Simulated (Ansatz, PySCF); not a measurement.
Si(OSiH3)(Me)(Cl)2 (CH6Cl2OSi2), SMILES [Si](O[SiH3])(C)(Cl)Cl.

Coordinates come from a B3LYP-D3(BJ)/def2-SVP optimisation. One conformer was computed; it need not be the lowest.

Vertical ionisation energy (IE) and electron affinity (EA) in eV. Rows of orbital energies are one-electron estimates. Where ΔSCF, EOM or ADC give a negative EA the extra electron is unbound and the value depends on the basis.

```csv
level,IE,EA
"−ε(HOMO), −ε(LUMO), r2SCAN/def2-TZVP (PySCF)",(withheld),(withheld)
"−ε(HOMO), −ε(LUMO), PBE/def2-TZVP (PySCF)",7.51,0.95
"ΔSCF, ωB97X-V/def2-SVPD (Ansatz), final states of multiplicity 2 and 2",11.43,-1.44
"ΔSCF, PBE/def2-SVPD (Ansatz), final states of multiplicity 2 and 2",10.15,-0.70
```

**Question.** Fill in the missing entries. (Estimate from the structure and the level; the computed values follow.)

**Answer.** 
- −ε(HOMO), −ε(LUMO), r2SCAN/def2-TZVP (PySCF), IE: 7.89
- −ε(HOMO), −ε(LUMO), r2SCAN/def2-TZVP (PySCF), EA: 0.52

**Question.** What vertical singlet–triplet gap does ΔSCF give with ωB97X-V/def2-SVPD (Ansatz, an electronic-structure program) and with PBE/def2-SVPD (Ansatz)? (An estimate is asked for; the answer gives what the named calculation found.)

**Answer.** 8.28 and 6.48 eV (triplet above singlet where positive).
